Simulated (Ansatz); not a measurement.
Reaction (formal exchange of groups at the Si–B bond): `[SiH3]B[SiH3]` + `C#CNC` → `C#CN[SiH3]` + `CB[SiH3]`

Program: Ansatz. Geometries: PBE0-D4/def2-TZVP. ΔE: electronic, gas phase. CBS: MP2 limit from def2 TZ/QZ plus the TZ coupled-cluster correction, frozen cores. Functionals use def2-TZVPP. B3LYP here is the variant with VWN-RPA as its local correlation; programs differ in this.

`[SiH3]B[SiH3]`:

Cartesian coordinates in Å:
```
Si 0.969 -0.256 1.480
B 0.189 -0.668 -0.321
Si -1.139 0.483 -1.289
H 2.239 0.479 1.190
H 1.318 -1.475 2.261
H 0.118 0.624 2.326
H 0.634 -1.610 -0.913
H -0.316 1.359 -2.179
H -1.945 1.363 -0.401
H -2.066 -0.299 -2.154
```

`C#CNC`:

Cartesian coordinates in Å:
```
C -2.080 -0.647 0.331
C -1.075 -0.190 -0.148
N 0.062 0.267 -0.686
C 1.282 0.153 0.093
H -2.972 -1.054 0.739
H -0.038 1.138 -1.185
H 2.126 0.462 -0.525
H 1.428 -0.890 0.375
H 1.266 0.760 1.006
```

`C#CN[SiH3]`:

```xyz
9

C     1.277   -1.756    0.935
C     0.354   -1.126    0.490
N    -0.635   -0.379   -0.012
Si   -0.415    1.261   -0.553
H     2.085   -2.322    1.329
H    -1.539   -0.822   -0.068
H    -1.755    1.697   -1.017
H     0.060    2.123    0.558
H     0.569    1.324   -1.662
```

`CB[SiH3]`:

```xyz
10

C    -0.361    0.630   -1.403
B     0.417    0.556   -0.064
Si    0.095   -0.833    1.365
H     0.290    0.065   -2.095
H    -0.440    1.631   -1.833
H    -1.330    0.129   -1.424
H     1.301    1.346    0.131
H     1.366   -1.477    1.803
H    -0.856   -1.908    0.964
H    -0.482   -0.140    2.557
```

```
           level  ΔE (kJ/mol)
         PBE0-D4       -131.1
        B3LYP-D4       -138.5
      r2SCANh-D4       -139.3
        BHLYP-D4       -143.9
           BHLYP       -144.1
CCSD(T)/def2-SVP       -123.5
   HF/def2-QZVPP       -146.4
    HF/CBS(def2)       -146.6
```

Q: What does CCSD(T)/CBS give? (Best estimate.)

A: Computed: -140.7 kJ/mol. The listed levels differ from it by 9.6, 2.2, 1.4, -3.2, -3.4, 17.2, -5.7, -5.9 kJ/mol.

Largest T1 diagnostic among the species: 0.014.

Leaving LDA and LC-ωPBE aside and taking each functional with its dispersion term where it has one, the values, not all of them listed here, spread over 19.3 kJ/mol, from BHLYP-D4 to revPBE-D4. LDA lies −3.7 kJ/mol from PBE without D4. From PBE to PBE0 (25 % exact exchange), in def2-TZVPP and without D4, ΔE moves by −5.6 kJ/mol.
